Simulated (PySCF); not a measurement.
# Electron correlation in Hf²⁺ (hafnium, charge +2)

[Xe] 4f14 5d1 6p1, one real determinant (an excited configuration). All numbers are calculated (PySCF 2.14, scalar relativity by spin-free X2C-1e, in ANO-RCC-VTZP). Frozen: [Kr] 4d10 4f14; 10 electrons correlated.

```json
{"level": "CCSD", "correlation energy (mhartree)": "-209.81"}
{"level": "(T)", "correlation energy (mhartree)": "-3.69"}
{"level": "CCSD(T)", "correlation energy (mhartree)": "-213.50"}
```

Diagnostics: T1 = 0.0056, D1 = 0.0226, largest double amplitude 0.026.

Task: Is a single reference adequate?

Result: Yes, within this model without spin-orbit coupling: T1 lies below 0.03 and no double amplitude reaches 0.07.

The reference is one real determinant that mixes LS terms of this configuration.
